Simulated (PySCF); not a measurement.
CH7FO2Si2, SMILES CO[Si@H](F)O[SiH3]. Geometry optimised at PBE-D3(BJ)/def2-SVP. The structure was generated by enumeration; whether it is a known compound was not checked. One conformer was computed; it need not be the lowest.

Computed equilibrium geometry at PBE-D3(BJ)/def2-SVP (PySCF confirms it by a frequency run) as bond lengths and angles (one conformer of several):
Atoms: C1 O2 Si3 F4 O5 Si6 H7 H8 H9 H10 H11 H12 H13. Bonded distances (Å): C1–O2 1.420, C1–H7 1.113, C1–H8 1.112, C1–H9 1.108, O2–Si3 1.651, Si3–F4 1.638, Si3–O5 1.657, Si3–H10 1.481, O5–Si6 1.682, Si6–H11 1.503, Si6–H12 1.500, Si6–H13 1.504. Angles (°): O2–C1–H7 111.8, O2–C1–H8 111.5, O2–C1–H9 108.4, H7–C1–H8 108.4, H7–C1–H9 108.4, H8–C1–H9 108.3, C1–O2–Si3 125.1, O2–Si3–F4 110.6, O2–Si3–O5 110.9, O2–Si3–H10 107.3, F4–Si3–O5 106.2, F4–Si3–H10 109.5, O5–Si3–H10 112.3, Si3–O5–Si6 139.6, O5–Si6–H11 110.6, O5–Si6–H12 107.3, O5–Si6–H13 110.3, H11–Si6–H12 109.7, H11–Si6–H13 109.3, H12–Si6–H13 109.6.
